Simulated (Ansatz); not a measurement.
Species: BP2H4, charge 0, doublet. BP2H4 (SMILES [B](P)P, doublet).
B3LYP-D3(BJ)/def2-TZVP minimum from Ansatz (a first-principles code):
```
B
P 1 1.8382
H 2 1.4125 1 102.35
H 2 1.4185 3 97.64 1 106.41
P 1 1.8382 2 144.55 3 166.06
H 5 1.4125 1 102.35 2 -166.06
H 5 1.4185 6 97.64 1 -106.41
```
Charge 0, spin multiplicity 2.

Atomisation energy term by term, kcal/mol (programs: Ansatz). Radicals and triplets start from unrestricted determinants; spin-orbit coupling is neglected. Cores are frozen in correlated methods. Rows without X2C or -DK are non-relativistic. CBS(X,Y): correlation extrapolated as X^-3, Hartree-Fock from the larger set. A bracket is a step between two methods taken in the basis named. 'core' is core correlation in cc-pwCVTZ (1s frozen past Ne), 'X2C' scalar relativity in cc-pVTZ-DK, both at CCSD(T). For partners of very few electrons the exact lower level stands in for a higher one.

```
term                                       basis  kcal/mol
------------------  ----------------------------  --------
Hartree-Fock                         cc-pV(Q+d)Z    315.56
CCSD correlation    CBS(cc-pV(T+d)Z,cc-pV(Q+d)Z)    123.38
(T)                 CBS(cc-pV(T+d)Z,cc-pV(Q+d)Z)      8.03
CCSDT(Q) - CCSD(T)                   cc-pV(D+d)Z      0.92
core correlation                       cc-pwCVTZ      1.79
scalar relativity                X2C, cc-pVTZ-DK     -1.15
sum: De                                              448.5
```
